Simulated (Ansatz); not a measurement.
Consider the redistribution: `[NH2][GeH2][SiH2]O` + `N[CH2][Al]([OH])[OH]` → `O[SiH2][Al]([OH])[OH]` + `N[CH2][GeH2][NH2]`.

Computed with Ansatz on PBE0-D4/def2-TZVP structures; ΔE is electronic, products minus reactants. CBS: MP2 limit from def2 TZ/QZ plus the TZ coupled-cluster correction, frozen cores. Functionals use def2-TZVPP. For Ge outer-core shells are correlated without core-valence functions, which leaves a few kJ/mol of doubt a bond. Scalar relativity is left out up to krypton. Each species was taken in one conformer, which may not be the lowest.

| species | PBE-D4 energy (Eh) |
| --- | --- |
| `[NH2][GeH2][SiH2]O` | -2500.19203 |
| `N[CH2][Al]([OH])[OH]` | -489.16140 |
| `O[SiH2][Al]([OH])[OH]` | -760.36161 |
| `N[CH2][GeH2][NH2]` | -2228.98334 |

Work out ΔE.

ΔE = (-760.36161) + (-2228.98334) − (-2500.19203) − (-489.16140) = 0.00848 Eh = +5.3 kcal/mol. CCSD(T)/CBS gives +3.7 kcal/mol.

Largest T1 diagnostic among the species: 0.013.

In def2-TZVPP, CCSD(T) changes the Hartree–Fock value by +3.2 kcal/mol (the triples alone add +0.6 kcal/mol) and MP2 by +3.7 kcal/mol. The D4 term adds +0.8 kcal/mol with B3LYP and +0.4 kcal/mol with PBE0; it sums over pairs of atoms, weighted by their polarisabilities, and B3LYP, whose exchange is more repulsive, gets the larger term.

B3LYP here is the variant with VWN-RPA as its local correlation; programs differ in this.
